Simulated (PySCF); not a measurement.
# Dipole response of Pr³²⁺ (praseodymium, charge +32)

[Ar] 3d9, 2D determinant. All numbers are calculated (PySCF 2.14, the spin-free X2C one-electron Hamiltonian (Gaussian nucleus), in an even-tempered Gaussian basis (18 s from 4.7 bohr⁻², ratio 2.5; 13 p from 6.1 bohr⁻², ratio 2.5; 8 d from 6.1 bohr⁻², ratio 2.5; 4 f from 29 bohr⁻², ratio 2.7; 3 g from 43 bohr⁻², ratio 2.7)). Coupled (time-dependent) response in atomic units; α is the mean over directions.

```json
{"method": "UHF", "mean α (bohr³)": "0.005573", "α xx, yy, zz": "0.006038, 0.006038, 0.004645", "C₆ (like pair)": "0.001142", "S(−4)": "8.665e-06"}
```

S(−4) is the Cauchy moment in α(ω) = α(0) + S(−4) ω² + …

Spin-orbit coupling is absent.

α(iu) at UHF:

```
u (hartree)  α(iu) (bohr³)
          0       0.005573
       5.00       0.005385
       10.0       0.005016
       20.0       0.004351
       30.0       0.003793
       40.0       0.003288
       50.0       0.002837
       75.0       0.001962
        100       0.001391
        150      0.0007758
        250      0.0003335
```

A single London oscillator, α(iu) = α/(1 + u²/ω²), gives C₆ = (3/4) ω α². Matching the computed C₆ needs ω = 4 × 0.001142 / (3 × 0.005573²) = 49.0 hartree.

For an ion, C₆ is the dispersion term alone; charge-induced terms of lower order in 1/R come first.

The components differ because the open shell of this determinant is not spherical; for a pure term their mean is the scalar polarisability.

Spin-orbit coupling, absent here, splits the open shell strongly.
